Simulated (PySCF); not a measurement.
SMILES Oc1ccc([SiH3])cc1 (C6H8OSi) (GFN2-xTB optimised geometry):

```
16

O     -1.464    -3.173    -0.003
C     -0.818    -1.976     0.000
C     -1.500    -0.765     0.001
C     -0.795     0.424     0.001
C      0.595     0.446     0.000
Si     1.563     2.063     0.011
C      1.259    -0.779     0.000
C      0.574    -1.976     0.000
H     -2.419    -3.029    -0.003
H     -2.583    -0.759     0.001
H     -1.342     1.356     0.001
H      2.583     2.024    -1.040
H      2.217     2.236     1.312
H      0.639     3.173    -0.230
H      2.340    -0.794    -0.001
H      1.092    -2.922    -0.001
```

Calculation: PySCF with PBE/def2-TZVP.

What are the frontier orbital energies and the dipole moment?

HOMO-2 -7.55 eV, HOMO-1 -6.49 eV, HOMO -5.64 eV, LUMO -1.31 eV, LUMO+1 -1.12 eV; dipole moment 1.73 D.

Meta-Löwdin charges at PBE/def2-TZVP: O1 -0.44, C2 0.22, C3 -0.18, C4 -0.10, C5 -0.23, Si6 0.43, C7 -0.10, C8 -0.16, H9 0.35, H10 0.11, H11 0.12, H12 -0.08, H13 -0.09, H14 -0.08, H15 0.12, H16 0.13.
